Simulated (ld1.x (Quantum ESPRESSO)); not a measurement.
## palladium (Pd), TM semilocal: configuration errors across variants

ld1.x (Quantum ESPRESSO) 7.5 input, shortened:

```
&input
   title='Pd', zed=46., rel=1, dft='PZ', iswitch=3,
   config='[Kr] 4d8 5s0 5p0'
 /
 &inputp
   pseudotype=1, tm=.true., lloc=2,
   nlcc=.false.
 /
3
5S  1  0   0.00   0.00  2.45  2.45  0.0
4P  2  1   6.00   0.00  1.20  1.20  0.0
4D  3  2   8.00   0.00  1.55  1.55  0.0
 &test
   configts(1)='4p6 4d8 5s0 5p0'
 /
```

All-electron excitation energies from the reference (eV): (1) 4p6 4d10 5s0 5p0 -30.470; (2) 4p6 4d9 5s0 5p0 -21.081; (3) 4p6 4d7 5s0 5p0 34.595; (4) 4p6 4d9.5 5s0 5p0 -27.100; (5) 4p5 4d10 5s0 5p0 26.870; (6) 4p6 4d9 5s0 5p1 -25.152; (7) 4p6 4d6 5s0 5p0 84.148; (8) 4p6 4d8 5s0 5p0 spin -0.635; (9) 4p6 4d9 5s0 5p0 spin -21.225.

Spin tests fill each open shell by Hund’s rule, majority spin first.

A semilocal file is local in each channel, so a ghost entry of none says nothing of the separable form that plane-wave codes build from it.

Errors AE − PS in meV (a dash: test not solved or not reliable):

```csv
change,(1),(2),(3),(4),(5),(6),(7),(8),(9),bound ghosts
base,+0.1,+0.5,-5.9,+0.1,-33,+21,-20,+108,+24,none
"all radii scaled by about 0.77 (s 1.88, p 0.92, d 1.18 bohr)",+2.8,+1.2,-4.7,+1.8,-26,+15,-18,+106,+24,none
"all radii scaled by about 0.87 (s 2.14, p 1.04, d 1.34 bohr)",+2.5,+1.3,-5.4,+1.6,-26,+15,-20,+106,+24,none
"all radii scaled by about 1.08 (s 2.66, p 1.30, d 1.68 bohr)",-3.5,-0.5,-6.3,-2.1,-44,+34,-19,+109,+23,none
"all radii scaled by about 1.25 (s 3.06, p 1.50, d 1.94 bohr)",-23,-5.9,-8.6,-14,-78,+58,-13,+112,+18,none
"all radii scaled by about 1.37 (s 3.36, p 1.64, d 2.12 bohr)",-43,-11,-8.8,-25,-108,+82,+3.4,+113,+14,none
```

(1) Give the same row for: all radii scaled by about 1.16 (s 2.84, p 1.38, d 1.80 bohr).

Answers

(1) -11, -2.6, -7.5, -6.6, -56, +42, -18, +110, +21; bound ghosts: none.
